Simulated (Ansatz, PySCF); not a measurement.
The pair A = H4SeSi (SMILES [SiH3][SeH]) (first 6 atoms), B = HF (SMILES F); geometry from B3LYP-D3(BJ)/def2-TZVP.
(charge 0, multiplicity 1):
```xyz
8

Si     0.614    -1.355     0.860
Se    -0.473     0.684     0.987
H      0.050    -2.160    -0.243
H      2.017    -0.996     0.580
H      0.489    -2.078     2.140
H     -1.752     0.080     1.397
F      0.853     0.720     3.988
H      0.402     0.830     3.171
```

Correlated levels freeze the cores. Filled d and f shells under p-block atoms count as core. CBS: X⁻³ extrapolation of the correlation energy, Hartree–Fock from the larger set.

The values were computed with Ansatz (an electronic-structure program) with Gaussian orbitals; PySCF for the dispersion terms. Values without a source in brackets are computed.

The monomers are drawn apart, rigid, along the line of their centres of mass. Counterpoise-corrected interaction energies (kcal/mol):

```csv
level,R = 4.162 Å,R = 5.105 Å
PBE/def2-TZVPPD,-2.6984,-0.9675
PBE-D3(BJ)/def2-TZVPPD,-3.1225,-1.1257
wB97M-V/def2-TZVPPD,-2.6802,-1.0153
"CCSD(T)/CBS(def2-SVPD, def2-TZVPPD)",-2.5331,-0.9863
```

**Question.** R is the distance of the centres of mass. Find the local exponent m of E ∝ R⁻ᵐ between the two points.

**Answer.** 
m = ln(E₁/E₂)/ln(R₂/R₁): PBE/def2-TZVPPD 5.0; PBE-D3(BJ)/def2-TZVPPD 5.0; wB97M-V/def2-TZVPPD 4.8; CCSD(T)/CBS(def2-SVPD, def2-TZVPPD) 4.6. For scale, two fixed dipoles give m = 3, dipole and quadrupole 4, quadrupoles 5, and dispersion or dipole-induced dipole 6 at long range; at these distances several terms mix, and what is left of overlap and damping shifts m, so it need not match one of them.
